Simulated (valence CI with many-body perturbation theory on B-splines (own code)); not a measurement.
# E1 line list for Zr9+

Computed by relativistic CI+MBPT: three valence electrons over a frozen Dirac-Fock core [Ar] 3d10, a basis of 11 s, 11 p, 10 d, 8 f, 5 g, 2 h functions for each j, with the one-electron correlation potential Σ1, the two-electron term Σ2, the three-electron term Σ3, Breit, model QED; selected CI, second order for the rest, scaled by the run's own slope (own B-spline code, finite nucleus).

No measured levels were compared; by estimate levels hold to about 250 cm⁻¹ or 0.2 % of their energy and the worst to 1 %, as in measured heavy ions of charge 2 to 7; those with d or f electrons hold less well.

Lines 101 to 150 of 584 in falling wavelength, among levels below 1007600 cm⁻¹, chosen from the strongest by gf and those to the six lowest levels. Wavelengths and rates use the calculated energies, so an error of 800 cm⁻¹ moves a line at 704.4 Å by 0.56 % and its rate by three times that or more. Electric multipoles are in the length gauge, E1 and E2 with the static RPA response of the core. Weak lines are less certain than strong ones. Lines between different terms over intervals too small for the method are left out, as are lines whose strength nearly cancels. Where a level lies close to another of its J and parity, the split of strength between their lines is uncertain. The highest levels of a list are the least certain.

Names give the largest LS component (configuration and term), which can be under half, so a name can repeat, a term be missing and a line seem to break the LS rules; names also repeat where a configuration has a term twice. Letters in brackets count levels of one name in rising energy.

| λ vac (Å) | Upper | Lower | A (s⁻¹) | log gf | Branch % |
| --- | --- | --- | --- | --- | --- |
| 704.4 | 4s4p5d ⁴P°_5/2 | 4s4p4f ⁴D_5/2 | 6.08e+08 | -0.57 | 4.6 |
| 693.3 | 4s4p5d ⁴F°_7/2 | 4s4p5p ⁴D_5/2 | 8.14e+08 | -0.33 | 6.0 |
| 690.8 | 4s4p5d ²F°_5/2 [b] | 4s4p5p ⁴D_5/2 | 6.03e+08 | -0.59 | 4.6 |
| 688.4 | 4s4p5d ⁴F°_7/2 | 4s4p4f ⁴D_7/2 | 7.18e+08 | -0.39 | 5.3 |
| 685.9 | 4s4p5d ²F°_5/2 [b] | 4s4p4f ⁴D_7/2 | 6.06e+08 | -0.59 | 4.6 |
| 681.1 | 4s4p5d ⁴D°_3/2 | 4s4p4f ⁴F_5/2 | 9.17e+08 | -0.59 | 6.5 |
| 668.9 | 4p³ ²D°_5/2 | 4s4p² ²P_3/2 | 1.08e+09 | -0.36 | 17.5 |
| 668.0 | 4s4p5d ⁴F°_3/2 [a] | 4s4p4f ⁴G_5/2 | 2.22e+09 | -0.23 | 16.9 |
| 667.9 | 4s4p5d ²F°_7/2 | 4s4p4f ²G_9/2 [a] | 1.93e+09 | 0.01 | 15.4 |
| 663.6 | 4s4p5d ²F°_5/2 [a] | 4s4p4f ⁴G_7/2 [b] | 1.28e+09 | -0.29 | 10.0 |
| 663.2 | 4s4p5d ⁴D°_5/2 | 4s4p4f ⁴G_7/2 [a] | 2.29e+09 | -0.04 | 16.3 |
| 660.2 | 4s4p5d ⁴D°_1/2 | 4s4p4f ⁴F_3/2 | 1.81e+09 | -0.63 | 11.5 |
| 655.7 | 4s4p5d ⁴D°_7/2 | 4s4p4f ⁴F_9/2 | 2.55e+09 | 0.12 | 18.1 |
| 652.0 | 4s4p5d ⁴F°_9/2 | 4s4p4f ⁴G_11/2 | 2.84e+09 | 0.26 | 24.5 |
| 651.9 | 4s4p5d ⁴F°_7/2 | 4s4p4f ⁴G_9/2 | 2.14e+09 | 0.04 | 15.7 |
| 640.2 | 4s4p5d ⁴F°_9/2 | 4s4p4f ⁴G_9/2 | 3.98e+08 | -0.61 | 3.4 |
| 623.3 | 4p²4d ²G_7/2 | 4s4p4d ²F°_5/2 [b] | 9.14e+08 | -0.37 | 13.6 |
| 604.5 | 4s4p² ⁴P_5/2 | 4s²4p ²P°_3/2 | 9.10e+07 | -1.52 | 100.0 |
| 603.2 | 4p²5s ²D_5/2 | 4s4p5s ²P°_3/2 [b] | 2.05e+09 | -0.17 | 3.9 |
| 599.6 | 4s4p² ⁴P_1/2 | 4s²4p ²P°_1/2 | 8.41e+07 | -2.04 | 81.0 |
| 598.2 | 4p²4d ²F_5/2 [a] | 4s4p4d ²F°_5/2 [a] | 1.17e+09 | -0.42 | 22.3 |
| 587.8 | 4p²5s ²D_3/2 | 4s4p5s ²P°_1/2 [b] | 2.52e+09 | -0.28 | 3.6 |
| 587.8 | 4p²4d ²G_9/2 | 4s4p4d ²F°_7/2 [b] | 1.27e+09 | -0.18 | 27.8 |
| 586.9 | 4p²4d ²F_7/2 [b] | 4s4p4d ²D°_5/2 [b] | 6.95e+08 | -0.54 | 0.9 |
| 558.3 | 4p²4d ²P_1/2 [b] | 4s4p4d ²D°_3/2 [b] | 2.85e+09 | -0.57 | 5.5 |
| 546.6 | 4s4p5d ²D°_5/2 | 4p²4d ²F_7/2 [b] | 1.12e+09 | -0.52 | 9.0 |
| 537.4 | 4p²4d ²G_9/2 | 4s4p4d ²F°_7/2 [a] | 1.04e+09 | -0.35 | 22.8 |
| 531.8 | 4p²4d ²P_3/2 [c] | 4s4p4d ²D°_5/2 [b] | 1.62e+09 | -0.56 | 3.1 |
| 531.6 | 4p³ ²P°_1/2 | 4s4p² ²P_1/2 | 3.99e+09 | -0.47 | 25.8 |
| 525.8 | 4p³ ²P°_3/2 | 4s4p² ²P_3/2 | 3.81e+09 | -0.20 | 24.8 |
| 524.0 | 4p²4d ²F_7/2 [a] | 4s4p4d ⁴D°_5/2 | 8.86e+08 | -0.54 | 16.4 |
| 520.3 | 4p²4d ²D_5/2 [b] | 4s4p4d ²D°_3/2 [b] | 1.20e+09 | -0.53 | 7.4 |
| 509.4 | 4p²4d ²F_5/2 [b] | 4s4p4d ²F°_5/2 [b] | 1.10e+09 | -0.59 | 1.4 |
| 506.1 | 4p²4d ⁴F_9/2 | 4s4p4d ⁴D°_7/2 | 1.25e+09 | -0.32 | 15.4 |
| 502.0 | 4p³ ⁴S°_3/2 [a] | 4s4p² ²D_3/2 | 1.12e+09 | -0.77 | 6.3 |
| 501.6 | 4p²4d ²D_5/2 [c] | 4s4p4d ²D°_5/2 [b] | 2.02e+09 | -0.34 | 2.9 |
| 496.0 | 4p²4d ²P_3/2 [b] | 4s4p4d ²D°_5/2 [a] | 2.35e+09 | -0.46 | 10.5 |
| 495.5 | 4p²4d ²F_7/2 [b] | 4s4p4d ²F°_7/2 [b] | 1.50e+09 | -0.35 | 2.0 |
| 490.0 | 4s4p² ²D_5/2 | 4s²4p ²P°_3/2 | 2.28e+09 | -0.31 | 100.0 |
| 486.8 | 4p³ ²D°_5/2 | 4s4p² ²D_5/2 | 4.05e+09 | -0.06 | 65.7 |
| 485.4 | 4s²5d ²D_3/2 | 4s4p4d ²F°_5/2 [b] | 1.68e+09 | -0.62 | 13.1 |
| 481.6 | 4p³ ⁴S°_3/2 [b] | 4s4p² ²D_3/2 | 1.55e+09 | -0.67 | 9.0 |
| 479.9 | 4p²4d ⁴F_7/2 | 4s4p4d ⁴P°_5/2 | 1.96e+09 | -0.27 | 22.5 |
| 479.0 | 4s²5d ²D_5/2 | 4s4p4d ²F°_7/2 [b] | 2.07e+09 | -0.37 | 15.5 |
| 477.8 | 4p³ ²D°_5/2 | 4s4p² ²D_3/2 | 6.15e+08 | -0.90 | 10.0 |
| 477.1 | 4s4p4d ²F°_7/2 [a] | 4s²4d ²D_5/2 | 1.98e+09 | -0.27 | 9.7 |
| 476.9 | 4s4p4f ²G_7/2 [b] | 4s²4f ²F°_5/2 | 2.09e+09 | -0.24 | 3.6 |
| 475.4 | 4s4p4f ²G_7/2 [b] | 4s²4f ²F°_7/2 | 1.55e+09 | -0.38 | 2.7 |
| 475.3 | 4p²4d ⁴D_7/2 | 4s4p4d ²D°_5/2 [a] | 1.19e+09 | -0.49 | 12.8 |
| 468.2 | 4s4p4f ²F_5/2 [b] | 4s²4f ²F°_5/2 | 3.11e+09 | -0.21 | 6.6 |

**Question.** How does gf follow from A for the line at 490.0 Å?

**Answer.** gf = 1.4992 × (2J+1)_upper × A / σ², with σ = 204072 cm⁻¹ and 2J+1 = 6: gf = 0.493.
